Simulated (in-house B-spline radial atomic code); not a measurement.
The numbers below are computed, except where a source is named.
# Softness against transferability: the 3p channel of Fe

Fe, [Ar] 3d6 4s2, non-relativistic PBE, spherical and spin-unpolarised, from an all-electron radial atomic-structure program (B-spline basis) (atomic units). The all-electron 3p level is ε = -2.191407 hartree, its outermost node lies just inside 0.30 bohr and its outer maximum at 0.71 bohr.

Troullier-Martins pseudo-orbitals are made for several radii. The cutoffs (hartree) are the plane-wave energies beyond which the orbital holds less than the named kinetic energy per electron. The phase error is the difference, pseudo minus all-electron, of arctan(R P'/P) at R = 1.3 bohr for all radii, half a hartree below and above the level.

| r_c (bohr) | V_l(0) (hartree) | cutoff for 10 mEh | for 1 mEh | for 0.1 mEh | phase error at ε − 0.5 (mrad) | at ε + 0.5 (mrad) |
| --- | --- | --- | --- | --- | --- | --- |
| 0.54 | -82.60 | 192 | 300 | > 450 | -2.2 | -0.5 |
| 0.62 | -27.75 | 112 | 215 | 357 | -1.4 | -0.3 |
| 0.71 | -10.12 | 25.9 | 63.6 | 132 | -1.0 | -0.2 |
| 0.81 | -8.13 | 37.3 | 65.9 | 121 | -0.9 | -0.2 |
| 0.9 | -9.31 | 25.3 | 60.1 | 103 | -1.2 | -0.2 |
| 1.0 | -10.58 | 24.5 | 50 | 65.9 | -1.7 | -0.3 |

Task: Which radius needs the lowest cutoff for 1 mEh while both phase errors stay within 1.5 mrad?

Result: The radii within that limit are 0.62, 0.71, 0.81, 0.9 bohr; of these r_c = 0.9 needs the least, 60.1 hartree, that is 120 Ry or 1635 eV.

Task: What does the larger radius buy, and what does it cost?

Result: From r_c = 0.54 to 1.0 bohr the cutoff for 1 mEh goes from 300 to 50 hartree, a factor of 6.00, against 3.43 for a pure 1/r_c² scaling, end to end; step by step it is 300, 215, 63.6, 65.9, 60.1, 50, and for 0.1 mEh > 450, 357, 132, 121, 103, 65.9; the number of plane waves goes as the cutoff to the power 3/2, here a factor of 14.7. The larger of the two phase errors is least at r_c = 0.81 bohr, 0.9 mrad; it is 2.2 at the smallest radius and 1.7 at the largest. These errors test the reference atom alone. The smallest radius lies well inside the outer maximum, where the nodeless form must bend sharply to keep the norm, so it is both harder and scatters less well than the next. Large radii also let the cores of neighbours overlap, which an atom doesn't show.
